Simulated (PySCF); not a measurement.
Geometries of 2 isomers of C4H10BBr, from PBE0-D3(BJ)/def2-SVP geometry optimisation, gas phase (PySCF). One conformer each, no zero-point energy, no frequencies.

**Question.** Which isomer lies lower at this level?
A.
```xyz
16
angstrom
C     -0.313    1.857    0.588
C      0.721    1.237    1.542
C      1.908    0.702    0.724
C      0.077    0.090    2.328
B      1.234    2.346    2.538
Br     2.087    3.936    1.899
H     -1.183    2.261    1.130
H     -0.687    1.087   -0.109
H      0.123    2.673   -0.007
H      2.384    1.498    0.132
H      1.559   -0.080    0.028
H      2.680    0.251    1.367
H     -0.780    0.439    2.925
H      0.794   -0.379    3.020
H     -0.289   -0.695    1.645
H      1.130    2.278    3.739
```
B.
```xyz
16
angstrom
C     -1.060    1.409    0.706
B     -0.794   -0.126    0.481
C     -1.992   -1.142    0.464
C      0.673   -0.680    0.269
C      1.802    0.318    0.296
Br     3.556   -0.509    0.041
H     -2.117    1.681    0.837
H     -0.653    1.994   -0.138
H     -0.500    1.762    1.590
H     -2.706   -0.849   -0.327
H     -1.719   -2.197    0.314
H     -2.563   -1.055    1.405
H      0.672   -1.239   -0.687
H      0.834   -1.468    1.029
H      1.872    0.846    1.255
H      1.720    1.066   -0.503
```

**Answer.** A. That is `CC(C)(C)BBr`, 9.7 kcal/mol below the other.

| SMILES | atoms numbered as above | E (Eh) | relative (kcal/mol) | relative (kJ/mol) | dipole (D) |
| --- | --- | --- | --- | --- | --- |
| CC(C)(C)BBr | [CH3:1][C:2]([CH3:3])([CH3:4])[BH:5][Br:6] | -2756.52321 | 0.0 | 0.0 | 1.19 |
| CB(C)CCBr | [CH3:1][B:2]([CH3:3])[CH2:4][CH2:5][Br:6] | -2756.50782 | 9.7 | 40.4 | 2.45 |
